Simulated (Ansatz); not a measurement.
`C[SiH](C)O[SiH](C)O[Si](C)(C)C` with charge -1. Total charge -1; doublet. Geometry r2SCAN-D4/def2-SVP; atoms count from 1.

Cartesian coordinates in Å:
```
C -1.314 -2.655 0.954
Si -0.343 -1.294 1.904
C -1.403 -0.868 3.454
O -1.101 0.108 0.860
Si -0.685 1.631 0.513
C 0.466 2.443 1.762
O 0.102 1.749 -0.981
Si 0.731 0.578 -1.984
C 1.327 1.477 -3.532
C -0.592 -0.670 -2.447
C 2.178 -0.275 -1.150
H -1.579 -3.494 1.622
H -0.718 -3.080 0.125
H -2.240 -2.242 0.520
H 0.663 -2.286 2.655
H -0.914 -0.101 4.082
H -1.566 -1.754 4.093
H -2.384 -0.464 3.150
H -1.896 2.514 0.362
H 1.388 1.845 1.853
H 0.739 3.468 1.457
H 0.000 2.487 2.760
H 0.492 2.000 -4.029
H 1.771 0.777 -4.261
H 2.090 2.231 -3.280
H -1.420 -0.184 -2.992
H -1.005 -1.097 -1.518
H -0.201 -1.490 -3.073
H 2.606 -1.081 -1.770
H 2.982 0.444 -0.915
H 1.827 -0.715 -0.194
```

The highest occupied level of the relaxed charge -1 doublet lies above zero (up to 0.81 eV). By energy differences it is unbound by 1.44 eV (each at its own geometry, against the charge 0 singlet, at PBE0-D4/def2-SVP) and held by the finite basis.

Estimate the Mulliken populations of the heavy atoms from the PBE0/def2-SVP orbitals of Ansatz.


```tsv
atom	charge (e)	spin (α − β)
C1	-0.32	-0.02
Si2	0.38	0.74
C3	-0.31	-0.02
O4	-0.62	0.07
Si5	0.86	0.01
C6	-0.37	0.00
O7	-0.62	0.00
Si8	0.71	-0.01
C9	-0.32	0.00
C10	-0.35	0.00
C11	-0.34	0.00
```
Mulliken values depend strongly on the basis.

Where does the spin sit?

Summed by element: C -0.04, Si 0.75, O 0.07, H 0.22, of 1 unpaired in all. Largest on single atoms: Si2 0.74, H15 0.16, O4 0.07.

And the Mayer bond orders between heavy atoms (over 0.3)?

C1–Si2 0.94 (1.92 Å); Si2–C3 0.93 (1.93 Å); Si2–O4 0.56 (1.90 Å); O4–Si5 1.31 (1.62 Å); Si5–C6 0.94 (1.88 Å); Si5–O7 0.95 (1.69 Å); O7–Si8 1.08 (1.67 Å); Si8–C9 0.95 (1.89 Å); Si8–C10 1.00 (1.88 Å); Si8–C11 1.00 (1.88 Å).
